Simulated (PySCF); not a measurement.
Run record for `COC(=CF)OC`: B97-2/def2-SVPD, IEF-PCM dimethylsulfoxide, grid level 3, full TDDFT, 12 singlets.

Method: TDDFT B97-2/def2-SVPD, vertical, IEF-PCM dimethylsulfoxide (non-equilibrium linear response), core orbitals frozen in the response (PySCF 2.14.0, density-fitted response routines). Geometry: GFN2-xTB. The input is one job of a driver script: a line of settings, then coordinates in Å.

Command:
```bash
OMP_NUM_THREADS=1 python probes_run.py task.json out
```

Input:
```
{"job": {"kind": "uv", "xc": "B97-2", "basis": "def2-SVPD", "solvent": "dimethylsulfoxide", "nstates": 12, "ntriplets": 0, "tda": false, "grid": 3}, "charge": 0, "multiplicity": 1}
C     -1.738976    -0.914789     0.097849
O     -0.347157    -0.686964     0.003393
C      0.103567     0.588620    -0.000829
C     -0.572984     1.737614     0.070583
F     -1.926475     1.827915     0.165662
O      1.454806     0.691587    -0.092479
C      2.191429    -0.515928    -0.163562
H     -1.854141    -1.997149     0.083636
H     -2.145891    -0.513296     1.028109
H     -2.272594    -0.476552    -0.747920
H     -0.082572     2.693333     0.056513
H      3.233159    -0.209117    -0.227213
H      2.037277    -1.129060     0.727437
H      1.919874    -1.096687    -1.048234
```

Task: What does the run print?

Result: 
```
coarse grid: 11944 points
cycle   1  E = -406.3022876025  dE =  9.166e-01  |g| = 7.046e-01  |ddm| = 5.332e+00
cycle   2  E = -406.2026667531  dE =  9.962e-02  |g| = 1.028e+00  |ddm| = 2.094e+00
cycle   3  E = -406.3876851081  dE = -1.850e-01  |g| = 8.814e-02  |ddm| = 1.351e+00
cycle   4  E = -406.3889444091  dE = -1.259e-03  |g| = 4.324e-02  |ddm| = 1.464e-01
cycle   5  E = -406.3893756185  dE = -4.312e-04  |g| = 1.013e-02  |ddm| = 6.150e-02
cycle   6  E = -406.3893978988  dE = -2.228e-05  |g| = 3.121e-03  |ddm| = 1.622e-02
cycle   7  E = -406.3893998107  dE = -1.912e-06  |g| = 7.065e-04  |ddm| = 3.916e-03
final grid: 167560 points
cycle   8  E = -406.4526483040  dE = -4.714e-05  |g| = 8.916e-03  |ddm| = 1.766e-01
cycle   9  E = -406.4526263105  dE =  2.199e-05  |g| = 1.407e-02  |ddm| = 2.350e-02
cycle  10  E = -406.4526621869  dE = -3.588e-05  |g| = 8.472e-04  |ddm| = 1.409e-02
cycle  11  E = -406.4526623555  dE = -1.687e-07  |g| = 2.726e-04  |ddm| = 1.358e-03
cycle  12  E = -406.4526623708  dE = -1.527e-08  |g| = 7.609e-05  |ddm| = 3.576e-04
cycle  13  E = -406.4526623719  dE = -1.072e-09  |g| = 2.103e-05  |ddm| = 1.116e-04
cycle  14  E = -406.4526623719  dE = -7.390e-11  |g| = 7.074e-06  |ddm| = 3.525e-05
converged SCF energy = -406.4526623719

Static polarisability (au): isotropic 77.606, principal 61.542 78.594 92.682

Singlet excitations
state   eV       nm        f      main configurations
  1   5.3664    231.0   0.02617   H->L 0.95
  2   6.1340    202.1   0.00132   H->L+2 0.83, H->L+4 0.13
  3   6.5719    188.7   0.00016   H->L+3 0.95
  4   6.6590    186.2   0.35079   H->L+1 0.93
  5   6.6970    185.1   0.00238   H->L+4 0.83, H->L+2 0.14
  6   7.1579    173.2   0.00167   H->L+5 0.93
  7   7.2977    169.9   0.00838   H->L+6 0.97
  8   7.5543    164.1   0.00648   H->L+7 0.93
  9   8.0202    154.6   0.01322   H->L+8 0.95
 10   8.1602    151.9   0.00054   H-1->L 0.95
 11   8.2553    150.2   0.04659   H->L+9 0.95
 12   8.3724    148.1   0.00885   H->L+10 0.95
```

The SCF starts on a coarse grid where the log names one; the energy can jump when the final grid takes over, and dE then counts from the start density on the new grid. H and L stand for HOMO and LUMO; the number after each pair is its weight.

Task: Which computed singlet has the largest oscillator strength, and what do all of them sum to?

Result: State 4 at 6.66 eV (186 nm), f = 0.351; the 12 states sum to 0.467.

Task: How does the lowest singlet excitation compare with the HOMO–LUMO gap?

Result: HOMO -5.86 eV and LUMO 0.62 eV give a gap of 6.48 eV; S1 at 5.37 eV lies 1.11 eV below it.

In short: SCF converged in 14 cycles with 205 basis and 706 fitting functions; HOMO -5.86 eV, LUMO 0.62 eV; lowest singlet 5.37 eV; mean polarisability 77.6 au.

Geometry: GFN2-xTB, one conformer.

The run took 60 s on one thread, Arm Neoverse N1 (aarch64), shared host with 64 logical CPUs at a one-minute load of 37, and the process peaked at 0.89 GiB of memory.

Conformer computed: `[CH3:1][O:2][C:3](=[CH:4][F:5])[O:6][CH3:7]`: C1–O2–C3–C4 0°, O2–C3–O6–C7 0°.
